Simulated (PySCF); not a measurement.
C$_{2}$H$_{7}$FSn (SMILES [CH3][SnH]([CH3])[F]), singlet, geometry from GFN2-xTB (such geometries of metal compounds can be far from the true shape) (core potentials on Sn).

Here is a job for PySCF.
```python
from pyscf import gto, scf, dft

mol = gto.Mole()
mol.atom = '''
    Sn   -0.04614522    0.01783271   -0.24840759
    C     1.82671804   -1.05503885    0.04043395
    C    -1.83780023   -0.72028157    0.74520163
    F     0.29391559    1.70236118    0.71964315
    H    -0.29256729    0.63964027   -1.82505872
    H     1.84615261   -1.96117841   -0.55343914
    H     2.65596152   -0.41723804   -0.24348110
    H     1.91396609   -1.30703764    1.09241178
    H    -2.58811669    0.06181357    0.76507080
    H    -2.23244659   -1.58859444    0.23096544
    H    -1.57443571   -0.98836877    1.76330838
'''
mol.basis = 'def2-sv(p)'
mol.ecp = {'Sn': 'def2-sv(p)'}
mol.verbose = 4
mol.max_memory = 1800
mol.build()

mf = dft.RKS(mol)
mf.xc = 'camb3lyp'
mf = mf.density_fit(auxbasis='def2-universal-jkfit')
mf.kernel()
```

Task: Predict the HOMO energy from DF-CAMB3LYP/def2-SV(P) (PySCF).

Result: -9.49 eV

Task: What is the computed Mulliken (on the basis functions themselves) charges in atom order (DF-CAMB3LYP/def2-SV(P))?

Result: Sn1 0.75, C2 -0.54, C3 -0.54, F4 -0.46, H5 -0.06, H6 0.13, H7 0.15, H8 0.14, H9 0.15, H10 0.13, H11 0.14

Task: What is the computed HOMO-LUMO gap (DF-CAMB3LYP/def2-SV(P))?

Result: 10.40 eV

Task: Estimate the number of basis functions that DF-CAMB3LYP/def2-SV(P) returns for this input.

Result: 82
